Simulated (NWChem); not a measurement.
Species: SiN2H4F2; SMILES F[Si](F)(N)N

```xyz
9

N     -0.2432    -1.3648     0.9917
Si     0.0000     0.0000     0.0058
N      0.2432     1.3648     0.9917
F      1.2664    -0.0315    -0.9869
F     -1.2664     0.0315    -0.9869
H     -0.7083    -2.1875     0.6308
H      0.4121    -1.5880     1.7289
H      0.7083     2.1875     0.6308
H     -0.4121     1.5880     1.7289
```
Atoms are numbered in this order, from 1.

Program: NWChem. Structure relaxed at the B3LYP/6-31G* (spherical d) level. Atomic charges in e: unrestrained fits to the electrostatic potential beside Mulliken populations; buried atoms are poorly determined by the fit.

Task: Predict the results for B3LYP/def2-SVP. Quantities: ESP N1; Mulliken N1; ESP Si2; Mulliken Si2; ESP N3; Mulliken N3; ESP F4; Mulliken F4; ESP F5; Mulliken F5; relative RMS misfit of the potential (%).

Result: 
```json
{
  "ESP N1": "-0.94",
  "Mulliken N1": "-0.36",
  "ESP Si2": "1.27",
  "Mulliken Si2": "0.89",
  "ESP N3": "-0.94",
  "Mulliken N3": "-0.36",
  "ESP F4": "-0.39",
  "Mulliken F4": "-0.34",
  "ESP F5": "-0.39",
  "Mulliken F5": "-0.34",
  "relative RMS misfit of the potential (%)": "20"
}
```
